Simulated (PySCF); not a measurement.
**A search over the determinants of PSe**

Unrestricted PBE0; PySCF, no relativity, basis sets P pcseg-1, Se pcseg-1. Outer shells of the fragments: P 3s2 3p3; Se 3d10 4s2 4p4.

Followed along the bond (rough minima from three points):

```csv
2Ms+1,unpaired,⟨S²⟩ at the start,R at minimum (Å),Te (eV)
2,π ↑,0.78,2.05,0.00
4,π ↑↑↑,3.76,none in the scan,≤ 1.69
6,"σ ↑, π ↑↑↑↑",8.75,none in the scan,≤ 5.71
```

Solutions found at the starting distance of 2.180 Å, counted from the lowest of them; the search is not exhaustive and high or unbound solutions are not listed, so other states can lie among these:

```csv
2Ms+1,unpaired,term,E (eV),⟨S²⟩,⟨Lz²⟩,μ (D)
2,π ↑,²Π,0.00,0.78,1.00,-0.59
4,π ↑↑↑,⁴Π,1.55,3.76,1.00,0.47
2,π ↑↑↓,mixed,1.93,1.76,3.02,0.47
4,"σ ↑, π ↑↑",⁴Σ⁻,2.62,3.76,0.00,-0.84
2,"σ ↑, π ↑↓",mixed,3.21,1.76,2.01,-0.51
2,"σ ↓, π ↑↑",mixed,3.25,1.77,0.00,-0.53
4,"σ ↑, π ↑↑",mixed,5.27,3.76,2.01,0.88
4,"σ ↑, π ↑↑",mixed,5.64,3.76,2.01,1.50
6,"σ ↑, π ↑↑↑↑",⁶Σ⁺,6.95,8.75,0.00,3.32
6,"σ ↑↑, π ↑↑↑",⁶Π,7.06,8.75,1.00,0.74
```

A term symbol is given only where ⟨S²⟩ and ⟨Lz²⟩ are close to those of a pure state; real π, δ and φ orbitals otherwise mix terms. A positive dipole means P(−)Se(+).

Spin–orbit coupling is left out. Counting both spins, an empty level lies below a filled one in some of these solutions, because spin and occupation are held.
